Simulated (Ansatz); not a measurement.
```xyz
10

C     0.0079    0.0020   -2.0554
C    -0.0005    0.0098   -0.6043
C    -0.0026   -0.0009    0.6158
C    -0.0014   -0.0099    2.0606
H     0.0067   -1.0260   -2.4686
H    -0.8897    0.5040   -2.4575
H     0.8903    0.5161   -2.4707
H    -0.0095   -1.0238    2.4632
H     0.8938    0.5111    2.4528
H    -0.8958    0.5067    2.4582
```

Basis set: STO-3G (spherical functions). Frozen core: 4 orbitals. Charge 0, multiplicity 1.

Computed with Ansatz (development build ahead of 0.2.0); each method stands on the lowest determinant of its kind that the runs found. Restricted open shells among the atoms or ions are ROHF, correlated in semicanonical orbitals with singles.

Give the atomization energy at this shape (free ground-state atoms in the same class of orbitals less the molecule, no zero-point energy) of singlet C₄H₆ by RHF-MP2, RHF.

```tsv
method	atomization energy
RHF-MP2	44.94 eV
RHF	39.13 eV
```

This basis has no polarisation functions and is too small for such energies, which can lie far from measured ones in either direction.
